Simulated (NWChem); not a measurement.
System: iodoethane (C$_{2}$H$_{5}$I); SMILES CCI

def2 effective core potentials on I; no spin-orbit coupling.

Question: Give the equilibrium geometry at PBE-D3(BJ)/def2-SVP with def2 effective core potentials on I (NWChem) as a list of bonds and angles, with the point group.

Answer: point group Cs; any orientation.
Bonded distances (Å): C1–C2 1.514, C1–H4 1.108, C1–H5 1.112, C1–H6 1.108, C2–I3 2.192, C2–H7 1.106, C2–H8 1.106. Angles (°): C2–C1–H4 111.8, C2–C1–H5 109.2, C2–C1–H6 111.8, H4–C1–H5 107.9, H4–C1–H6 108.1, H5–C1–H6 107.9, C1–C2–I3 112.6, C1–C2–H7 113.0, C1–C2–H8 113.0, I3–C2–H7 104.3, I3–C2–H8 104.3, H7–C2–H8 108.9.
